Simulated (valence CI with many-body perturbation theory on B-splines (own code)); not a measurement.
**From CI to CI+MBPT in Dy XXV**

Calculated by relativistic CI+MBPT: six valence electrons over a frozen Dirac-Fock core [Kr], radial functions for each j: 7 s, 7 p, 8 d, 6 f, 4 g, 1 h, with the one-electron correlation potential Σ1 (screened to all orders), the two-electron term Σ2, the three-electron term Σ3, Breit, model QED; selected single and double excitations, second order for the rest, scaled by the run's own slope (own B-spline code, finite nucleus).

No measured levels were compared; by estimate terms of the open shell hold to 2 to 4 % of their energy, and close levels can change places. Core correlation moves these levels by up to 8400 cm⁻¹, and in measured spectra 5 to 20 % of such shifts remained as error; rates that hang on mixing are uncertain with them. Among the levels kept, up to 810 cm⁻¹ of a level comes from second order outside the variational space, and about a tenth of that is noise between levels of different J, which matters for small intervals. Only levels of the ground parity were solved; by the run's estimate the other parity begins above the list, which can be wrong where configurations are misplaced.

Each rung adds one term. CI alone is the Dirac-Coulomb CI over the frozen core; QED comes last and gives the full result, which names the levels. Energies are above (4d3/2^4 4d5/2^2) J=4 on the same rung, in eV.

Levels are named by their leading jj configuration (3d3/2^4 stands for four electrons in 3d with j = 3/2), which in mixed levels can hold well under half, so a name can repeat and another be missing. Letters in brackets count levels of one name in rising energy.

| Level | CI alone | Σ1 | Σ2 | Σ3 | Breit | QED | Full |
| --- | --- | --- | --- | --- | --- | --- | --- |
| (4d3/2^4 4d5/2^2) J=2 | 2.273 | -0.0004 | +0.0248 | -0.1898 | +0.0368 | -0.0005 | 2.144 |
| (4d3/2^4 4d5/2^2) J=0 | 5.757 | +0.0198 | +0.2797 | -0.1660 | +0.0001 | +0.0071 | 5.898 |
| (4d3/2^3 4d5/2^3) J=3 [a] | 6.281 | +0.0647 | +0.1456 | +0.0730 | -0.1630 | +0.0228 | 6.424 |
| (4d3/2^3 4d5/2^3) J=1 [a] | 7.623 | +0.0658 | +0.2227 | -0.0122 | -0.1396 | +0.0232 | 7.782 |
| (4d3/2^3 4d5/2^3) J=4 [a] | 8.199 | +0.0534 | -0.0907 | -0.0772 | -0.1385 | +0.0181 | 7.964 |
| (4d3/2^3 4d5/2^3) J=5 | 10.745 | +0.0637 | -0.2971 | -0.1503 | -0.1935 | +0.0201 | 10.188 |
| (4d3/2^3 4d5/2^3) J=6 | 11.034 | +0.0665 | -0.3776 | -0.1528 | -0.2315 | +0.0205 | 10.360 |
| (4d3/2^3 4d5/2^3) J=2 | 12.269 | +0.0653 | -0.0982 | -0.3393 | -0.1487 | +0.0213 | 11.769 |
| (4d3/2^3 4d5/2^3) J=3 [b] | 12.536 | +0.0676 | -0.1115 | -0.2383 | -0.1710 | +0.0219 | 12.104 |
| (4d3/2^2 4d5/2^4) J=2 [a] | 14.453 | +0.1055 | +0.1360 | -0.1462 | -0.2494 | +0.0353 | 14.334 |
| (4d3/2^3 4d5/2^3) J=1 [b] | 15.893 | +0.0767 | -0.1831 | -0.3701 | -0.1446 | +0.0245 | 15.297 |
| (4d3/2^3 4d5/2^3) J=0 | 16.195 | +0.0692 | -0.2518 | -0.5853 | -0.1031 | +0.0176 | 15.342 |
| (4d3/2^3 4d5/2^3) J=4 [b] | 16.100 | +0.0819 | -0.1441 | -0.3207 | -0.2147 | +0.0260 | 15.529 |
| (4d3/2^2 4d5/2^4) J=2 [b] | 16.605 | +0.0930 | +0.1665 | -0.2920 | -0.2385 | +0.0333 | 16.367 |
| (4d3/2^3 4d5/2^3) J=3 [c] | 17.646 | +0.0731 | -0.2806 | -0.4847 | -0.1554 | +0.0223 | 16.820 |
| (4d3/2^2 4d5/2^4) J=0 [a] | 16.901 | +0.1013 | +0.2736 | -0.1102 | -0.2742 | +0.0403 | 16.932 |
| (4d3/2^2 4d5/2^4) J=4 [a] | 18.038 | +0.1258 | +0.0283 | -0.1830 | -0.3512 | +0.0430 | 17.701 |
| (4d3/2^2 4d5/2^4) J=5 | 19.329 | +0.1335 | -0.1441 | -0.1697 | -0.3977 | +0.0445 | 18.795 |
| (4d3/2^2 4d5/2^4) J=3 [a] | 19.389 | +0.1162 | -0.0576 | -0.3057 | -0.3063 | +0.0401 | 18.875 |

The middle columns are the shifts that each term adds.

Q: How does the ionisation energy move along the ladder, and which term matters most?

A: CI alone 823.05, + Σ1 825.39, + Σ2 829.03, + Σ3 829.45, + Breit 829.23, + QED 829.27 eV. The largest step is Σ2, 3.65 eV. NIST lists 827 ± 4 eV (theoretical).
